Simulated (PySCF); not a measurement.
C₂H₂Cl₂, charge +1, doublet, at a GFN2-xTB geometry (a state made from the parent by changing its charge; the spin is typed, not shown lowest); B3LYP/aug-cc-pVDZ run with PySCF.

The PySCF input:
```python
from pyscf import gto, scf, dft

mol = gto.M(
    atom='''
Cl    2.075346    0.354900    0.018240
C     0.583097   -0.366983   -0.001026
C    -0.583097    0.366983    0.001026
Cl   -2.075346   -0.354900   -0.018240
H     0.558084   -1.455093   -0.015529
H    -0.558084    1.455093    0.015529
''',
    basis='aug-cc-pvdz',
    charge=1,
    spin=1,
    verbose=4,
)

mf = dft.UKS(mol)
mf.xc = 'b3lyp'
mf.kernel()
mf.analyze()
```

Problem. Write the output that PySCF gives for this input, abridged.

Solution. 
```
PySCF version 2.14.0

[INPUT] verbose = 4
[INPUT] num. atoms = 6
[INPUT] num. electrons = 47
[INPUT] charge = 1
[INPUT] spin (= nelec alpha-beta = 2S) = 1
[INPUT] symmetry False subgroup None
[INPUT] Mole.unit = angstrom
[INPUT] Symbol           X                Y                Z      unit          X                Y                Z       unit  Magmom
[...]
nuclear repulsion = 178.743901612173
number of shells = 42
number of NR pGTOs = 192
number of NR cGTOs = 118
basis = aug-cc-pvdz
ecp = {}

******** <class 'pyscf.dft.uks.UKS'> ********
method = UKS
initial guess = minao
damping factor = 0
level_shift factor = 0
DIIS = <class 'pyscf.scf.diis.CDIIS'>
diis_start_cycle = 1
diis_space = 8
diis_damp = 0
SCF conv_tol = 1e-09
SCF conv_tol_grad = None
SCF max_cycles = 50
direct_scf = True
direct_scf_tol = 1e-13
number electrons alpha = 24  beta = 23
XC library pyscf.dft.libxc version 7.1.2
    S. Lehtola, C. Steigemann, M. J. T. Oliveira, and M. A. L. Marques,  SoftwareX 7, 1–5 (2018)
XC functionals = b3lyp
    P. J. Stephens, F. J. Devlin, C. F. Chabalowski, and M. J. Frisch,  J. Phys. Chem. 98, 11623 (1994)
radial grids:
    Treutler-Ahlrichs [JCP 102, 346 (1995); DOI:10.1063/1.469408] (M4) radial grids

becke partition: Becke, JCP 88, 2547 (1988); DOI:10.1063/1.454033
pruning grids: <function nwchem_prune>
grids dens level: 3
symmetrized grids: False
atomic radii adjust function: <function treutler_atomic_radii_adjust>
small_rho_cutoff = 0
Set gradient conv threshold to 3.16228e-05
tot grids = 85616
init E= -998.370013031063

cycle= 1 E= -997.453901018194  delta_E= 0.916  |g|= 0.235  |ddm|= 2.73
cycle= 2 E= -997.375869740797  delta_E= 0.078  |g|= 0.458  |ddm|=  1.1
cycle= 3 E= -997.490508413407  delta_E= -0.115  |g|= 0.0393  |ddm|= 0.71
cycle= 4 E= -997.491259827563  delta_E= -0.000751  |g|= 0.0118  |ddm|= 0.0716
cycle= 5 E= -997.491338041246  delta_E= -7.82e-05  |g|= 0.000847  |ddm|= 0.0195
cycle= 6 E= -997.491339182644  delta_E= -1.14e-06  |g|= 0.000356  |ddm|= 0.00346
cycle= 7 E= -997.491339316353  delta_E= -1.34e-07  |g|= 0.000143  |ddm|= 0.00108
cycle= 8 E= -997.491339334792  delta_E= -1.84e-08  |g|= 3.91e-05  |ddm|= 0.000343
cycle= 9 E= -997.491339336284  delta_E= -1.49e-09  |g|= 9.42e-06  |ddm|= 9.79e-05
cycle= 10 E= -997.491339336386  delta_E= -1.02e-10  |g|= 3.47e-06  |ddm|= 3.03e-05
Extra cycle  E= -997.491339336378  delta_E= 8.19e-12  |g|= 4.72e-06  |ddm|= 1.23e-05
converged SCF energy = -997.491339336378  <S^2> = 0.75251643  2S+1 = 2.0025148
[...]
Total Energy =                        -997.491339336377678
[...]
spin_pop of  3 Cl 4s        0.00007
spin_pop of  3 Cl 5s       -0.00000
spin_pop of  3 Cl 2px      -0.00000
spin_pop of  3 Cl 2py      -0.00000
spin_pop of  3 Cl 2pz       0.00001
spin_pop of  3 Cl 3px      -0.00515
spin_pop of  3 Cl 3py       0.00006
spin_pop of  3 Cl 3pz       0.23852
spin_pop of  3 Cl 4px       0.00012
spin_pop of  3 Cl 4py       0.00012
spin_pop of  3 Cl 4pz       0.00098
spin_pop of  3 Cl 5px       0.00000
spin_pop of  3 Cl 5py      -0.00000
spin_pop of  3 Cl 5pz       0.00010
spin_pop of  3 Cl 3dxy     -0.00015
spin_pop of  3 Cl 3dyz     -0.00019
spin_pop of  3 Cl 3dz^2     0.00026
spin_pop of  3 Cl 3dxz     -0.00089
spin_pop of  3 Cl 3dx2-y2   -0.00011
spin_pop of  3 Cl 4dxy      0.00002
spin_pop of  3 Cl 4dyz      0.00004
spin_pop of  3 Cl 4dz^2     0.00001
spin_pop of  3 Cl 4dxz     -0.00001
spin_pop of  3 Cl 4dx2-y2    0.00002
spin_pop of  4 H 1s       -0.00863
spin_pop of  4 H 2s       -0.00002
spin_pop of  4 H 3s        0.00001
spin_pop of  4 H 2px       0.00002
spin_pop of  4 H 2py      -0.00001
spin_pop of  4 H 2pz       0.00009
spin_pop of  4 H 3px      -0.00002
spin_pop of  4 H 3py      -0.00001
spin_pop of  4 H 3pz       0.00010
spin_pop of  5 H 1s       -0.00863
spin_pop of  5 H 2s       -0.00002
spin_pop of  5 H 3s        0.00001
spin_pop of  5 H 2px       0.00002
spin_pop of  5 H 2py      -0.00001
spin_pop of  5 H 2pz       0.00009
spin_pop of  5 H 3px      -0.00002
spin_pop of  5 H 3py      -0.00001
spin_pop of  5 H 3pz       0.00010
 ** Mulliken Spin Density (per atom)  **
spin density of  0 Cl =      0.23581
spin density of  1 C =      0.27266
spin density of  2 C =      0.27266
spin density of  3 Cl =      0.23581
spin density of  4 H =     -0.00848
spin density of  5 H =     -0.00848
 ** Mulliken pop alpha/beta on meta-lowdin orthogonal AOs **
 ** Mulliken pop       alpha | beta **
In total            24.00000 | 23.00000
 ** Mulliken atomic charges   ( Nelec_alpha | Nelec_beta ) **
charge of  0Cl =      0.29978  (     8.46802      8.23220 )
charge of  1C =      0.01160  (     3.13053      2.85787 )
charge of  2C =      0.01160  (     3.13053      2.85787 )
charge of  3Cl =      0.29978  (     8.46802      8.23220 )
charge of  4H =      0.18862  (     0.40145      0.40993 )
charge of  5H =      0.18862  (     0.40145      0.40993 )

WARN: System has nonzero charge 1; the dipole moment is origin-dependent.
Location of origin: [0. 0. 0.]

Dipole moment(X, Y, Z, Debye):  0.00000,  0.00000,  0.00000
```
